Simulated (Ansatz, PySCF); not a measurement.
This Ansatz (a quantum-chemistry and plane-wave program) input computes a CCSD(T)/cc-pVDZ energy:

Ansatz 0.2 input:
```yaml
crystal:
  periodic: [false, false, false]
  atoms:
    - {symbol: B, position_ang: [-0.92049891, 0.12882452, -0.02652251]}
    - {symbol: N, position_ang: [0.72102801, -0.10090842, 0.02077512]}
    - {symbol: H, position_ang: [-1.31712121, -0.63207209, -0.87706333]}
    - {symbol: H, position_ang: [-1.06386077, 1.29338918, -0.31449670]}
    - {symbol: H, position_ang: [-1.30555189, -0.14538387, 1.08533924]}
    - {symbol: H, position_ang: [0.94651716, -1.06267980, 0.25797112]}
    - {symbol: H, position_ang: [1.15235918, 0.50227379, 0.71520736]}
    - {symbol: H, position_ang: [1.14295601, 0.10670910, -0.87977095]}
basis:
  gaussian:
    orbitals: cc-pVDZ
magnetization: {spin_polarized: false}
correlation: {method: ccsd_t, electrons: outside_noble_gas}
```

Task: Write an input for the same energy in PySCF and say what it gives.

Result: 
```python
from pyscf import gto, scf, mp, cc as ccmod

mol = gto.M(
    atom='''
    B    -0.92049891    0.12882452   -0.02652251
    N     0.72102801   -0.10090842    0.02077512
    H    -1.31712121   -0.63207209   -0.87706333
    H    -1.06386077    1.29338918   -0.31449670
    H    -1.30555189   -0.14538387    1.08533924
    H     0.94651716   -1.06267980    0.25797112
    H     1.15235918    0.50227379    0.71520736
    H     1.14295601    0.10670910   -0.87977095
    ''',
    basis='cc-pvdz',
    charge=0,
    spin=0,
    verbose=4,
)

mf = scf.RHF(mol)
mf.conv_tol = 1e-10
mf.max_cycle = 100
mf.kernel()
mp2 = mp.MP2(mf, frozen=2).run()
cc = ccmod.CCSD(mf, frozen=2)
cc.max_cycle = 100
cc.kernel()
et = cc.ccsd_t()
print(f'E(CCSD(T)) = {cc.e_tot + et:.9f}')
```
It gives -82.96574 Eh, and Ansatz -82.96574 Eh, a difference of 0.00 mEh.
